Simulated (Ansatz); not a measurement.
Cost and result for the atomization energy of `OP[SiH2][SeH]` (9 atoms, 8 bonds).

```xyz
9

O     1.573   -0.536    1.268
P     0.592   -1.263    0.141
Si   -0.965    0.358   -0.091
Se   -0.104    2.096   -1.290
H     2.487   -0.600    0.981
H    -0.224   -2.028    1.025
H    -2.143   -0.252   -0.767
H    -1.374    0.972    1.198
H     0.159    1.253   -2.464
```

The species carries charge 0 and has multiplicity 1. Correlated methods include outer-core shells of Se, which these sets cover unevenly. Scalar relativity is left out up to krypton. All single points use the PBE0-D4/def2-TZVP geometry. It is one conformer, not always the lowest. Program: Ansatz. All runs use 4 threads of a server CPU on a shared host. Times are those of one run each, without the atoms' runs, and a repeat can differ threefold. Electronic energies, without spin–orbit coupling; frozen cores. CCSD(T)/CBS adds CCSD(T) − MP2 in def2-TZVPP to the MP2 limit, and its time is that of the two runs behind it. T1 = 0.012. With those shells the extrapolation isn't a true limit. B3LYP takes the VWN-RPA correlation (the form of Gaussian; ORCA's B3LYP/G). HSE06 is the plane-wave form, built on full-range PBE exchange.

CCSD(T)/CBS is a level of theory with its own doubt, some kJ/mol a heavy atom from the limit and from the frozen cores, so smaller differences don't rank the functionals.

```json
{"level": "LDA (SPW92)/def2-TZVPP", "functions": "233", "wall time": "1.2 s", "atomization (kcal/mol)": "731.5", "difference from CCSD(T)/CBS": "95.2", "per bond": "11.9"}
{"level": "revPBE-D4/def2-TZVPP", "functions": "233", "wall time": "1.9 s", "atomization (kcal/mol)": "625.4", "difference from CCSD(T)/CBS": "-10.9", "per bond": "-1.4"}
{"level": "PBE0-D4/def2-TZVPP", "functions": "233", "wall time": "3.1 s", "atomization (kcal/mol)": "627.7", "difference from CCSD(T)/CBS": "-8.6", "per bond": "-1.1"}
{"level": "BHLYP-D4/def2-TZVPP", "functions": "233", "wall time": "3.3 s", "atomization (kcal/mol)": "614.4", "difference from CCSD(T)/CBS": "-21.9", "per bond": "-2.7"}
{"level": "HSE06-D4/def2-TZVPP", "functions": "233", "wall time": "3.3 s", "atomization (kcal/mol)": "628.0", "difference from CCSD(T)/CBS": "-8.3", "per bond": "-1.0"}
{"level": "CAM-B3LYP-D4/def2-TZVPP", "functions": "233", "wall time": "3.6 s", "atomization (kcal/mol)": "633.8", "difference from CCSD(T)/CBS": "-2.5", "per bond": "-0.3"}
{"level": "CCSD(T)/def2-SVP", "functions": "107", "wall time": "4.5 s", "atomization (kcal/mol)": "568.1", "difference from CCSD(T)/CBS": "-68.2", "per bond": "-8.5"}
{"level": "B3LYP-D4/def2-TZVPP (with forces)", "functions": "233", "wall time": "4.6 s", "atomization (kcal/mol)": "633.6", "difference from CCSD(T)/CBS": "-2.7", "per bond": "-0.3"}
{"level": "r2SCAN-D4/def2-TZVPP (with forces)", "functions": "233", "wall time": "4.7 s", "atomization (kcal/mol)": "634.2", "difference from CCSD(T)/CBS": "-2.1", "per bond": "-0.3"}
{"level": "PBE-QIDH/def2-TZVPP", "functions": "233", "wall time": "5.5 s", "atomization (kcal/mol)": "620.9", "difference from CCSD(T)/CBS": "-15.4", "per bond": "-1.9"}
{"level": "MP2/def2-QZVPP", "functions": "436", "wall time": "19 s", "atomization (kcal/mol)": "628.9", "difference from CCSD(T)/CBS": "-7.4", "per bond": "-0.9"}
{"level": "CCSD(T)/def2-TZVPP", "functions": "233", "wall time": "2.1 min", "atomization (kcal/mol)": "611.9", "difference from CCSD(T)/CBS": "-24.4", "per bond": "-3.1"}
{"level": "CCSD(T)/CBS(def2)", "functions": "–", "wall time": "2.4 min", "atomization (kcal/mol)": "636.3", "difference from CCSD(T)/CBS": "0.0", "per bond": "0.0"}
```

At CCSD(T), def2-SVP lies −68.3 kcal/mol from the extrapolated value and def2-TZVPP −24.4 kcal/mol: correlation converges slowly with the basis, and small sets miss more of it in the bonded molecule than in its fragments. In def2-TZVPP, CCSD(T) changes the Hartree–Fock value by +183.8 kcal/mol (the triples alone add +10.7 kcal/mol) and MP2 by +186.2 kcal/mol; breaking electron pairs costs correlation energy, which Hartree–Fock lacks. From r2SCAN to r2SCAN0 (25 % exact exchange), in def2-TZVPP and without D4, the atomization energy moves by −12.3 kcal/mol: exact exchange takes away binding that semilocal exchange gives to molecules.
